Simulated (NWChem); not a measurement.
The numbers come from NWChem runs, not from measurements. System: AuCl, charge 0, spin multiplicity 1, at a geometry optimised with PBE0/def2-SVP with def2 effective core potentials on Au. The structure started from a generated list of species. Level: MP2/def2-TZVP with def2 effective core potentials on Au, 9 core orbitals frozen.

Job file:

```
start mol
memory heap 200 mb stack 900 mb global 1100 mb
geometry units angstroms nocenter noautoz
  Au     0.000000     0.000000    -0.398964
  Cl     0.000000     0.000000     1.854009
  symmetry group C2v
end
basis spherical
  * library def2-tzvp
end
ecp
  Au library def2-ecp
end
scf
  rhf
  nopen 0
  maxiter 100
  thresh 1e-7
  semidirect memsize 60000000 filesize 0
end
mp2
  freeze core 9
end
task mp2 energy
```

Output (cleaned and shortened):

```
             Northwest Computational Chemistry Package (NWChem) 7.3.0
             --------------------------------------------------------

                                NWChem Input Module
                                -------------------

 Scaling coordinates for geometry "geometry" by  1.889725989
 (inverse scale =  0.529177249)

 Turning off AUTOSYM since
 SYMMETRY directive was detected!

                             Geometry "geometry" -> ""
                             -------------------------

 Output coordinates in angstroms (scale by  1.889725989 to convert to a.u.)

  No.       Tag          Charge          X              Y              Z
 ---- ---------------- ---------- -------------- -------------- --------------
    1 Au                  79.0000     0.00000000     0.00000000    -0.39896400
    2 Cl                  17.0000     0.00000000     0.00000000     1.85400900

 Effective nuclear repulsion energy (a.u.)     315.4432145466

            Nuclear Dipole moment (a.u.)
            ----------------------------
        X                 Y               Z
 ---------------- ---------------- ----------------
     0.0000000000     0.0000000000    -0.0000056692

      Symmetry information
      --------------------

 Group name             C2v
 Group number             16
 Group order               4
 No. of unique centers     2

      Symmetry unique atoms

     1    2


 Summary of "ao basis" -> "" (spherical)
 ------------------------------------------------------------------------------
       Tag                 Description            Shells   Functions and Types
 ---------------- ------------------------------  ------  ---------------------
 *                         def2-tzvp                  on all atoms

 Summary of "ao basis" -> "ao basis" (spherical)
 ------------------------------------------------------------------------------
       Tag                 Description            Shells   Functions and Types
 ---------------- ------------------------------  ------  ---------------------
 Au                        def2-tzvp                14       40   6s4p3d1f
 Cl                        def2-tzvp                13       37   5s5p2d1f

                                 NWChem SCF Module
                                 -----------------

  ao basis        = "ao basis"
  functions       =    77
  atoms           =     2
  closed shells   =    18
  open shells     =     0
  charge          =   0.00
  wavefunction    = RHF
  use symmetry    = T
  symmetry adapt  = T

 Summary of "ao basis" -> "ao basis" (spherical)
 ------------------------------------------------------------------------------
       Tag                 Description            Shells   Functions and Types
 ---------------- ------------------------------  ------  ---------------------
 Au                        def2-tzvp                14       40   6s4p3d1f
 Cl                        def2-tzvp                13       37   5s5p2d1f

      Symmetry analysis of basis
      --------------------------

        a1         34
        a2          7
        b1         18
        b2         18

 Forming initial guess at       0.0s

      Superposition of Atomic Density Guess
      -------------------------------------

 Sum of atomic energies:        -611.95804867

      Non-variational initial energy
      ------------------------------

 Total energy =    -594.124224
 1-e energy   =   -1023.513981
 2-e energy   =     353.523667
 HOMO         =      -0.406863
 LUMO         =      -0.185117
[...]
   Bfn.  Coefficient  Atom+Function         Bfn.  Coefficient  Atom+Function
  ----- ------------  ---------------      ----- ------------  ---------------
    55      0.498645  2 Cl px                58      0.371725  2 Cl px
    22      0.292074  1 Au d  1              52      0.235126  2 Cl px
    46     -0.184026  2 Cl px

 Vector   19  Occ=0.000000D+00  E=-2.619280D-02  Symmetry=a1
              MO Center=  4.3D-15,  3.2D-15, -1.2D+00, r^2= 4.3D+00
   Bfn.  Coefficient  Atom+Function         Bfn.  Coefficient  Atom+Function
  ----- ------------  ---------------      ----- ------------  ---------------
     6      0.833360  1 Au s                 18     -0.379787  1 Au pz
    60      0.285265  2 Cl pz                 3     -0.273914  1 Au s
     5      0.186693  1 Au s                  2      0.173031  1 Au s
    45     -0.169868  2 Cl s                 57      0.166042  2 Cl pz

 Vector   20  Occ=0.000000D+00  E= 6.957797D-02  Symmetry=b1
              MO Center= -4.3D-15, -5.2D-30, -5.7D-01, r^2= 7.8D+00
   Bfn.  Coefficient  Atom+Function         Bfn.  Coefficient  Atom+Function
  ----- ------------  ---------------      ----- ------------  ---------------
    16      1.040679  1 Au px                58     -0.238752  2 Cl px

 Vector   21  Occ=0.000000D+00  E= 6.957797D-02  Symmetry=b2
              MO Center= -4.9D-30, -2.4D-15, -5.7D-01, r^2= 7.8D+00
   Bfn.  Coefficient  Atom+Function         Bfn.  Coefficient  Atom+Function
  ----- ------------  ---------------      ----- ------------  ---------------
    17      1.040679  1 Au py                59     -0.238752  2 Cl py

 center of mass
 --------------
 x =   0.00000000 y =   0.00000000 z =  -0.11203018

 moments of inertia (a.u.)
 ------------------
         538.290172519765           0.000000000000           0.000000000000
           0.000000000000         538.290172519765           0.000000000000
           0.000000000000           0.000000000000           0.000000000000

  Mulliken analysis of the total density
  --------------------------------------

    Atom       Charge   Shell Charges
 -----------   ------   -------------------------------------------------------
    1 Au  19    18.43   0.03 -0.45  1.64  0.78  0.38  0.10  2.61  2.85  0.58  0.07  6.42  2.89  0.53  0.01
    2 Cl  17    17.57   2.01  0.45  1.52  1.07  0.92  4.18  1.69  1.06  2.84  1.79  0.01  0.03  0.00

       Multipole analysis of the density wrt the origin
       ------------------------------------------------

     L   x y z        total         open         nuclear
     -   - - -        -----         ----         -------
     0   0 0 0     -0.000000      0.000000     36.000000

     1   1 0 0     -0.000000      0.000000      0.000000
     1   0 1 0      0.000000      0.000000      0.000000
     1   0 0 1     -2.203140      0.000000     45.235953

     2   2 0 0    -26.095078      0.000000      0.000000
     2   1 1 0      0.000000      0.000000      0.000000
     2   1 0 1      0.000000      0.000000      0.000000
     2   0 2 0    -26.095078      0.000000      0.000000
     2   0 1 1     -0.000000      0.000000      0.000000
     2   0 0 2    -28.117086      0.000000    219.474800

                   NWChem MP2 Semi-direct Energy/Gradient Module
                   ---------------------------------------------

  Basis functions       =     77
  Molecular orbitals    =     77
  Frozen core           =      9
  Frozen virtuals       =      0
  Active alpha occupied =      9
  Active beta occupied  =      9
  Active alpha virtual  =     59
  Active beta virtual   =     59
  Use MO symmetry       = T
  Use skeleton AO sym   = T

  AO/Fock/Back tols     =   1.0D-09  1.0D-09  1.0D-09

 GA uses MA = F    GA memory limited = T

 Available:
  local mem=  1.26D+08
 global mem=  1.44D+08
 local disk=  0.00D+00
  mp2_memr nvloc                    59
  nvloc new                    59
   1 passes of   9:        4194304                      38634                   5386698.
   1 passes of   9: M    126139807           G      144167342           F     121945503.

 Semi-direct pass number   1 of   1  for RHF alpha+beta  at        0.7s
  vrange nnbf                  2978
  mp2_eaftype                    20  avail_ma_in_mb                  1099
 EAF : mp2_eaftype filesize          20    2693349.
  mp2_eaf for mointskh                     20
Node 0 wrote     12.7 Mb in      0.0 s     Agg I/O rate:  2016.5 Mb/s
 Done moints_semi at        1.9s
  mp2_eaftype                    20  avail_ma_in_mb                  1079
 EAF : mp2_eaftype filesize          20    2693349.
  mp2_eaf for kh                    20
 Done maket at        1.9s
 Done multipass loop at        1.9s

          -------------------------------------------
          SCF energy                -594.326264774994
          Correlation energy          -0.478126010330
          Singlet pairs               -0.252068164538
          Triplet pairs               -0.226057845792
          Total MP2 energy          -594.804390785324
          -------------------------------------------

          ---------------------------------------------------
                    Spin Component Scaled (SCS) MP2
          Same spin pairs                     -0.150705230528
          Same spin scaling factor             0.333333333333
          Opposite spin pairs                 -0.327420779802
          Opposite spin scaling fact.          1.200000000000
          SCS-MP2 correlation energy          -0.443140012605
          Total SCS-MP2 energy              -594.769404787599
          ---------------------------------------------------

 -----------------------
 Performance information
 -----------------------

 Timer overhead =  9.64D-08 seconds/call

               Nr. of calls         CPU time (s)                 Wall time (s)                GFlops
             ---------------    -------------------     ------------------------------   -------------------
Name         Min   Avg   Max    Min     Avg     Max     Min     Avg     Max   Mx/calls   Min     Max     Sum
mp2: moin     1     1     1    1.2     1.2     1.2      1.2     1.2     1.2     1.2      0.0     0.0     0.0
mp2: make     1     1     1   4.45E-2 4.45E-2 4.45E-2  4.45E-2 4.45E-2 4.45E-2 4.45E-2   0.0     0.0     0.0
mp2: tota     1     1     1    1.2     1.2     1.2      1.2     1.2     1.2     1.2      0.0     0.0     0.0

 The average no. of pstat calls per process was 3.00D+00
 with a timing overhead of 2.89D-07s

 Task  times  cpu:        1.9s     wall:        1.9s

 Total times  cpu:        1.9s     wall:        1.9s
```
